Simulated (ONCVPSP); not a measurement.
iron: ONCV pseudisation with PBEsol, scalar-relativistic reference atom.

ONCVPSP 4.0.1 input, shortened (lines: element, Z, core and valence counts, functional; n l f; lmax; l rc ep ncon nbas qcut; lloc lpopt rc5 dvloc0; l nproj debl; icmod fcfact rcfact), PBEsol, scalar-relativistic:

```
  Fe 26.00    4    3  -116133      upf
    1    0    2.00
    2    0    2.00
    2    1    6.00
    3    0    2.00
    3    1    6.00
    3    2    6.00
    4    0    2.00
    2
    0    1.85    0.00    4    8    3.30
    1    1.20    0.00    4    8   12.10
    2    1.00    0.00    4    9   13.60
    4    1    0.65    4.00
    0    1    0.30
    1    2    3.90
    2    2    0.40
    1    0.20    0.00
```

All-electron outer shells of the reference configuration (PBEsol, scalar-relativistic, ld1.x):

```
shell  level (eV)  outermost node (bohr)  outermost maximum (bohr)
   3s      -93.77                   0.33                      0.70
   3p      -59.92                   0.30                      0.72
   3d       -7.53                      –                      0.71
   4s       -5.31                   1.00                      2.41
```

Calculated quality:

| Quantity | Value |
| --- | --- |
| Cutoffs needed | 78 Ha and 89 Ha (the cutoffs (Ha) at which the residual kinetic energy of the hardest occupied pseudo-wave falls to 1 and 0.1 mHa per electron) |
| Ghost test | ghosts flagged at negative energy: s at -256.3 eV; no localised positive-energy state flagged; a true bound ghost makes a file unfit for plane-wave use |
| Configuration tests | 1 of 4 tests not solved or not reliable |
| rms error of d²Exc/dni dnj | 4.39 mHa without and 1.32 mHa with the model core |

Generation and tests took about 8.6 s on one core of a shared server CPU.
